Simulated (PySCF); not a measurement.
**Rubidium: highly charged ions in a basis for the neutral atom**

Rb¹⁵⁺ [Ar] 3d4, Rb¹⁶⁺ [Ar] 3d3. Computed with PySCF 2.14 in cc-pVDZ-X2C (6s5p3d, 36 functions), with scalar relativity by spin-free X2C-1e. No spin-orbit coupling, so a gap to NIST mixes the basis error with missing relativistic terms.

Changed run: basis of the neutral atom used for a highly charged ion. This setting is unsound on purpose.

| species | method | sound run (hartree) | changed run (hartree) | converged |
| --- | --- | --- | --- | --- |
| Rb¹⁵⁺ | UHF | not run | -2867.78950 | yes |
| Rb¹⁵⁺ | TPSS | not run | -2868.93723 | yes |
| Rb¹⁵⁺ | PBE0 | not run | -2868.62517 | yes |
| Rb¹⁶⁺ | UHF | not run | -2847.10767 | yes |
| Rb¹⁶⁺ | TPSS | not run | -2848.24442 | yes |
| Rb¹⁶⁺ | PBE0 | not run | -2847.90469 | yes |

Ionisation energy of Rb¹⁵⁺:

| method | changed run (eV) | NIST (eV) |
| --- | --- | --- |
| UHF | 562.78 | 550 ± 3 |
| TPSS | 563.08 | 550 ± 3 |
| PBE0 | 563.83 | 550 ± 3 |

The contracted functions were made for the neutral atom and can be too rigid for a highly charged ion.
